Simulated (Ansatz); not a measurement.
C₃H₁₂GeO₂Si, singlet, geometry from GFN2-xTB; Ansatz (a quantum-chemistry and plane-wave program) with SC-NEVPT2/STO-3G, CASSCF(4,4).

The Ansatz input:
Ansatz 0.2 input:
```yaml
crystal:
  periodic: [false, false, false]
  atoms:
    - {symbol: Si, position_ang: [-1.89473962, -0.02203579, 0.67644499]}
    - {symbol: C, position_ang: [-2.89664107, -1.44803951, 1.43752297]}
    - {symbol: O, position_ang: [-2.56915808, 0.54669086, -0.68833574]}
    - {symbol: O, position_ang: [-1.86639652, 1.26507725, 1.69502796]}
    - {symbol: C, position_ang: [-0.14377638, -0.58944972, 0.19599634]}
    - {symbol: C, position_ang: [0.68058907, 0.54115768, -0.41621812]}
    - {symbol: Ge, position_ang: [2.50250196, -0.04914119, -0.87730049]}
    - {symbol: H, position_ang: [-3.10073202, -2.22027852, 0.70416242]}
    - {symbol: H, position_ang: [-3.85253033, -1.09244731, 1.81134960]}
    - {symbol: H, position_ang: [-2.37646063, -1.91777162, 2.26646983]}
    - {symbol: H, position_ang: [-3.23754419, 1.22512430, -0.63567432]}
    - {symbol: H, position_ang: [-1.50916328, 1.17752922, 2.57331223]}
    - {symbol: H, position_ang: [0.37853604, -0.98365512, 1.07133186]}
    - {symbol: H, position_ang: [-0.20281119, -1.41186358, -0.51771665]}
    - {symbol: H, position_ang: [0.17873502, 0.91041367, -1.31088326]}
    - {symbol: H, position_ang: [0.73576199, 1.38092318, 0.27874616]}
    - {symbol: H, position_ang: [3.23426321, -0.55159871, 0.33164581]}
    - {symbol: H, position_ang: [2.48988548, -1.18444997, -1.85278869]}
    - {symbol: H, position_ang: [3.35175925, 1.03293839, -1.47391427]}
basis:
  gaussian:
    orbitals: STO-3G
magnetization: {spin_polarized: false}
correlation: {method: sc_nevpt2, electrons: all, active_space: {window: {electrons: 4, orbitals: 4}}}
```

**Question.** Predict the main parts of the log of this Ansatz run.

**Answer.** 
```
Functional definition: HF
809 factors; integrals over basis functions are off by at most 3.4e-5 eV
mean field evaluation 1: about -70864.5306 eV, gradient 2.9e1 eV
mean field evaluation 2: about -70864.7392 eV, gradient 2.9e1 eV
mean field evaluation 4: about -70867.6599 eV, gradient 1.6e0 eV
mean field evaluation 8: about -70867.6707 eV, gradient 2.3e-4 eV
mean field -70867.67072304 eV, -2604.3388632391 hartree, gradient 8.2e-7 eV, S^2 0.000000; 0 other end points of the search recorded, 0 dependent functions left out
reference -70867.67072304 eV, -2604.3388632391 hartree; 46, 46 occupied and 18, 18 virtual orbitals, 809 factors
state -70868.34972637 eV, -2604.3638161514 hartree
state -70868.34972637 eV, -2604.3638161514 hartree; corrected -70875.94616689 eV, -2604.6429801914 hartree
Total energy: -70875.94616689 eV, -2604.6429801914 hartree
```
